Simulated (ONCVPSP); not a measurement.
**Logarithmic derivatives: Cd, ONCV**

Cd, optimised norm-conserving Vanderbilt (ONCV), made with ONCVPSP 4.0.1 (PBE, fully relativistic). Core [Ar] 3d10, reference 4s2 4p6 4d10 5s1 (charge +1). Waves: 4s+5s: rc 1.50 bohr, ncon 3, nbas 6, qcut 7.9 1/bohr, 2 projectors; 4p: rc 1.10 bohr, ncon 5, nbas 9, qcut 7.4 1/bohr, 1 projector; 4d: rc 1.85 bohr, ncon 4, nbas 8, qcut 8.3 1/bohr, 2 projectors, debl 3.2 Ha. Local part: polynomial inside 0.80 bohr (lpopt 4, dvloc0 2 Ha). Core correction: Teter function, fcfact 2.75, rcfact 1.15.

Open shells are filled in proportion to 2j + 1.

The phase is arctan(r·R′/R) of the radial function R(r), unwrapped; energies in Ha, scanned from -6 to 5 Ha. A pole is an energy at which the radial function vanishes at the test radius. The pseudo phase is shifted by a multiple of π to meet the all-electron one at the reference energy, and phase errors are pseudo minus all-electron; the curves can meet again beyond the range given. Levels narrower than the energy grid can be missing from the lists of poles.

| channel | radius (bohr) | reference energy (Ha) | poles, all-electron | poles, pseudo | unbroken range about the reference energy with phases within 0.05 rad | phase error 1 Ha above the reference energy (rad) |
| --- | --- | --- | --- | --- | --- | --- |
| s | 1.52 | -0.48 | -3.82 | -3.82 | the whole range | -0.002 |
| p3/2 | 1.12 | -2.72 | 0.85 | 0.60 | below 2.6 | -0.002 |
| p1/2 | 1.12 | -2.93 | 0.33 | 0.14 | below 2.4 | -0.002 |
| d5/2 | 1.88 | -0.74 | -0.30 | -0.30 | the whole range | +0.000 |
| d3/2 | 1.88 | -0.77 | -0.34 | -0.34 | the whole range | +0.001 |

Phases in the d5/2 channel:

```tsv
E (Ha)	all-electron	pseudo
-5.96	1.380	1.380
-5.68	1.374	1.374
-5.40	1.367	1.367
-5.12	1.360	1.360
-4.84	1.351	1.352
-4.56	1.342	1.342
-4.28	1.331	1.332
-4.00	1.319	1.319
-3.72	1.305	1.305
-3.44	1.288	1.288
-3.16	1.267	1.268
-2.88	1.242	1.242
-2.60	1.208	1.208
-2.32	1.162	1.162
-2.04	1.093	1.093
-1.76	0.977	0.977
-1.48	0.738	0.738
-1.20	0.110	0.111
-0.92	-0.881	-0.881
-0.64	-1.343	-1.343
-0.36	-1.541	-1.541
-0.08	-1.658	-1.658
0.20	-1.748	-1.748
0.48	-1.835	-1.835
0.76	-1.935	-1.935
1.04	-2.069	-2.068
1.32	-2.275	-2.274
1.60	-2.627	-2.626
1.88	-3.178	-3.177
2.16	-3.720	-3.720
2.44	-4.059	-4.059
2.72	-4.253	-4.253
3.00	-4.372	-4.372
3.28	-4.452	-4.451
3.56	-4.509	-4.508
3.84	-4.553	-4.552
4.12	-4.588	-4.586
4.40	-4.616	-4.615
4.68	-4.641	-4.639
4.96	-4.663	-4.660
```
